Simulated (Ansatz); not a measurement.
Reaction (cleavage of the Si–Sn bond): `[OH][SnH]([Cl])[SiH2]F` + `O[SiH2]S` → `O[SiH2]S[SiH2]F` + `[OH][SnH2][Cl]`

Isolated molecules relaxed with PBE0-D4/def2-TZVP in Ansatz; ΔE leaves out vibrations. CCSD(T)/CBS adds triple-zeta CCSD(T) − MP2 to the extrapolated MP2 energy (def2 sets, frozen cores). DFT in def2-TZVPP. Elements past krypton have def2 core potentials. For Sn outer-core shells are correlated without core-valence functions, which leaves a few kJ/mol of doubt a bond. Each species was taken in one conformer, which may not be the lowest.

```csv
level,ΔE (kJ/mol)
PBE0-D4,-49.5
B2PLYP,-49.9
SCS-MP2/def2-TZVPP,-56.6
CCSD/def2-TZVPP,-53.1
```

(1) What does CCSD(T)/CBS give? (Best estimate.)

Largest T1 diagnostic among the species: 0.013.

Answers

(1) Ansatz gave: -51.9 kJ/mol. The listed levels differ from it by 2.4, 2.0, -4.7, -1.2 kJ/mol.

The D4 term adds −3.6 kJ/mol with B3LYP and −1.7 kJ/mol with PBE0; it sums over pairs of atoms, weighted by their polarisabilities, and B3LYP, whose exchange is more repulsive, gets the larger term. From PBE to PBE0 (25 % exact exchange), in def2-TZVPP and without D4, ΔE moves by −6.1 kJ/mol.

B3LYP here is the variant with VWN-RPA as its local correlation; programs differ in this.
